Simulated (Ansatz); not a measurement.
`BS[SiH](C)Cl` + HBr → `C[SiH](Cl)Br` + `BS` at 500 K and 1 bar (ligand exchange at the Si–S bond).

Computed with Ansatz on PBE0-D4/def2-TZVP structures; ΔE is electronic, products minus reactants. CBS: MP2 limit from def2 TZ/QZ plus the TZ coupled-cluster correction, frozen cores. This one scheme is used for every species. For Br outer-core shells are correlated without core-valence functions, which leaves a few kJ/mol of doubt a bond. Scalar relativity is left out up to krypton. One conformer a species, not always the lowest.

| species | CCSD(T)/CBS energy (Eh) | H − E (kJ/mol) | S (J/(mol·K)) |
| --- | --- | --- | --- |
| `BS[SiH](C)Cl` | -1213.19788 | 238.1 | 443.7 |
| HBr | -2573.91920 | 30.5 | 213.7 |
| `C[SiH](Cl)Br` | -3362.75163 | 167.5 | 394.9 |
| `BS` | -424.38198 | 102.0 | 273.9 |

H − E and S are ideal-gas, rigid-rotor, harmonic terms from PBE0-D4/def2-TZVP, for one conformer and one mirror image of each species. 1 Eh = 2625.50 kJ/mol, R = 8.31446 J/(mol·K).

Q: By hand: ΔE, ΔH, ΔS and ΔG.

A: ΔE = (-3362.75163) + (-424.38198) − (-1213.19788) − (-2573.91920) = -0.01653 Eh = -43.4 kJ/mol. Δ(H − E) = 167.5 + 102.0 − 238.1 − 30.5 = 0.9, so ΔH = -42.5 kJ/mol. ΔS = 394.9 + 273.9 − 443.7 − 213.7 = 11.4 J/(mol·K). ΔG = -42.5 − 500 × (11.4)/1000 = -48.2 kJ/mol.

Q: By hand: the equilibrium constant, and the temperature at which ΔG would vanish if ΔH and ΔS stayed fixed.

A: log₁₀ K = −ΔG/(RT ln 10) = 5.0. ΔH and −TΔS have one sign here, so there is no such temperature.

The number of gas molecules stays the same, so ΔS is small and ΔH decides. A doubt of 5 kJ/mol in ΔE shifts log₁₀ K by 0.5 here. Other conformers and mirror images would add mixing entropy, several J/(mol·K) or more a flexible species. Modes under 60 cm⁻¹, often nearly free rotors, make the harmonic entropy too high. These are equilibria of isolated gas molecules and say nothing of rates. Largest T1 diagnostic: 0.015 (customary marks: 0.02 for closed shells, 0.045 for open ones).

ΔS is within the doubt of such terms, so its sign, and with it that verdict, could turn.
